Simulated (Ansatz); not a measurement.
Molecule: sum formula BPH3, charge 0, multiplicity 2. It need not be the lowest isomer of its formula. 
Coordinates optimised at B3LYP-D3(BJ)/def2-TZVP (Ansatz, a program for electronic structure):
SMILES: B[PH]
```xyz
5

B      0.0943    -0.3580    -1.2104
H     -0.6078     0.0790    -2.0676
H      0.8731    -1.2208    -1.4761
P     -0.1324     0.1823     0.5783
H      1.2493     0.1979     0.9212
```
Charge 0, spin multiplicity 2.

Basis-set convergence of Hartree-Fock and CCSD(T) correlation energies (hartree) with Ansatz. Correlated levels leave the core frozen unless marked. Open shells are spin-unrestricted. No spin-orbit coupling. No relativistic terms.

| basis | functions | E(HF) | E(corr, CCSD(T)) |
|---|---|---|---|
| def2-SVP | 47 | -366.99294 | -0.22764 |
| def2-TZVPP | 115 | -367.13942 | -0.28009 |
| def2-QZVPP | 217 | -367.15048 | -0.29441 |

Extrapolating the two largest sets (X = 3 and 4) as X^-3: E(corr) = (64·(-0.29441) - 27·(-0.28009))/37 = -0.3049 Eh, an estimate of the basis-set limit. The largest set recovers 96.6 % of it, the smallest 74.7 %.
